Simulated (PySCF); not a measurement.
C₂H₇OSi (SMILES C[Si](C)O), doublet, geometry from GFN2-xTB; PBE/6-31G** (PySCF).

The PySCF input:
```python
from pyscf import gto, scf, dft

mol = gto.Mole()
mol.atom = '''
    C     1.559542   -0.854831   -0.060579
    Si   -0.004100    0.110428    0.419904
    C    -1.615482   -0.777351   -0.087813
    O     0.147495    1.521066   -0.416852
    H     2.455580   -0.308055    0.212588
    H     1.592451   -1.822975    0.428377
    H     1.584879   -1.016602   -1.136717
    H    -1.650777   -0.907455   -1.169306
    H    -2.498882   -0.217552    0.206633
    H    -1.684289   -1.759852    0.366113
    H    -0.585888    2.111072   -0.561175
'''
mol.basis = '6-31g**'
mol.charge = 0
mol.spin = 1
mol.verbose = 4
mol.build()

mf = dft.UKS(mol)
mf.xc = 'pbe'
mf.grids.atom_grid = (99, 590)
mf.grids.prune = None
mf.kernel()
```

The log (banner, timings and long lists left out):

```
PySCF version 2.14.0

[INPUT] verbose = 4
[INPUT] num. atoms = 11
[INPUT] num. electrons = 41
[INPUT] charge = 0
[INPUT] spin (= nelec alpha-beta = 2S) = 1
[INPUT] symmetry False subgroup None
[INPUT] Mole.unit = angstrom
[INPUT] Symbol           X                Y                Z      unit          X                Y                Z       unit  Magmom
[INPUT]  1 C      1.559542000000  -0.854831000000  -0.060579000000 AA    2.947107259756  -1.615396472788  -0.114477718900 Bohr   0.0
[INPUT]  2 Si    -0.004100000000   0.110428000000   0.419904000000 AA   -0.007747877111   0.208678676483   0.793503558609 Bohr   0.0
[INPUT]  3 C     -1.615482000000  -0.777351000000  -0.087813000000 AA   -3.052818539165  -1.468980492657  -0.165942520176 Bohr   0.0
[INPUT]  4 O      0.147495000000   1.521066000000  -0.416852000000 AA    0.278725154743   2.874398157388  -0.787736114477 Bohr   0.0
[INPUT]  5 H      2.455580000000  -0.308055000000   0.212588000000 AA    4.640373676959  -0.582139581303   0.401733097369 Bohr   0.0
[INPUT]  6 H      1.592451000000  -1.822975000000   0.428377000000 AA    3.009296256790  -3.444923481929   0.809515208063 Bohr   0.0
[INPUT]  7 H      1.584879000000  -1.016602000000  -1.136717000000 AA    2.994987250575  -1.921099357685  -2.148083811137 Bohr   0.0
[INPUT]  8 H     -1.650777000000  -0.907455000000  -1.169306000000 AA   -3.119516422731  -1.714841420367  -2.209668095811 Bohr   0.0
[INPUT]  9 H     -2.498882000000  -0.217552000000   0.206633000000 AA   -4.722202597605  -0.411113697851   0.390479778297 Bohr   0.0
[INPUT] 10 H     -1.684289000000  -1.759852000000   0.366113000000 AA   -3.182844924618  -3.325638299768   0.691853300643 Bohr   0.0
[INPUT] 11 H     -0.585888000000   2.111072000000  -0.561175000000 AA   -1.107167859669   3.989347909238  -1.060467057953 Bohr   0.0

nuclear repulsion = 168.163722602983
number of shells = 47
number of NR pGTOs = 181
number of NR cGTOs = 95
basis = 6-31g**
ecp = {}

******** <class 'pyscf.dft.uks.UKS'> ********
method = UKS
initial guess = minao
damping factor = 0
level_shift factor = 0
DIIS = <class 'pyscf.scf.diis.CDIIS'>
diis_start_cycle = 1
diis_space = 8
diis_damp = 0
SCF conv_tol = 1e-09
SCF conv_tol_grad = None
SCF max_cycles = 50
direct_scf = True
direct_scf_tol = 1e-13
number electrons alpha = 21  beta = 20
XC library pyscf.dft.libxc version 7.1.2
    S. Lehtola, C. Steigemann, M. J. T. Oliveira, and M. A. L. Marques,  SoftwareX 7, 1–5 (2018)
XC functionals = pbe
    J. P. Perdew, K. Burke, and M. Ernzerhof,  Phys. Rev. Lett. 77, 3865 (1996)
    J. P. Perdew, K. Burke, and M. Ernzerhof,  Phys. Rev. Lett. 78, 1396 (1997)
    J. P. Perdew, K. Burke, and M. Ernzerhof,  Phys. Rev. Lett. 77, 3865 (1996)
    J. P. Perdew, K. Burke, and M. Ernzerhof,  Phys. Rev. Lett. 78, 1396 (1997)
radial grids:
    Treutler-Ahlrichs [JCP 102, 346 (1995); DOI:10.1063/1.469408] (M4) radial grids

becke partition: Becke, JCP 88, 2547 (1988); DOI:10.1063/1.454033
pruning grids: None
grids dens level: 3
symmetrized grids: False
atomic radii adjust function: <function treutler_atomic_radii_adjust>
User specified grid scheme (99, 590)
small_rho_cutoff = 0
Set gradient conv threshold to 3.16228e-05
tot grids = 642512
init E= -444.823123742089

cycle= 1 E= -444.577992850353  delta_E= 0.245  |g|= 0.688  |ddm|= 2.08
cycle= 2 E= -443.788338282124  delta_E= 0.79  |g|= 1.46  |ddm|= 1.96
cycle= 3 E= -444.744993373329  delta_E= -0.957  |g|= 0.273  |ddm|= 1.66
cycle= 4 E= -444.781772396595  delta_E= -0.0368  |g|= 0.0678  |ddm|= 0.328
cycle= 5 E= -444.784008292042  delta_E= -0.00224  |g|= 0.0169  |ddm|= 0.0792
cycle= 6 E= -444.784200742795  delta_E= -0.000192  |g|= 0.00436  |ddm|= 0.0294
cycle= 7 E= -444.784211413107  delta_E= -1.07e-05  |g|= 0.00132  |ddm|= 0.00724
cycle= 8 E= -444.784212235368  delta_E= -8.22e-07  |g|= 0.000559  |ddm|= 0.00179
cycle= 9 E= -444.784212403589  delta_E= -1.68e-07  |g|= 0.000128  |ddm|= 0.000673
cycle= 10 E= -444.784212413624  delta_E= -1e-08  |g|= 2.68e-05  |ddm|= 0.000209
cycle= 11 E= -444.78421241407  delta_E= -4.46e-10  |g|= 4.52e-06  |ddm|= 4.03e-05
Extra cycle  E= -444.78421241408  delta_E= -1e-11  |g|= 3.22e-06  |ddm|= 1.05e-05
converged SCF energy = -444.78421241408  <S^2> = 0.75116347  2S+1 = 2.0011631
```
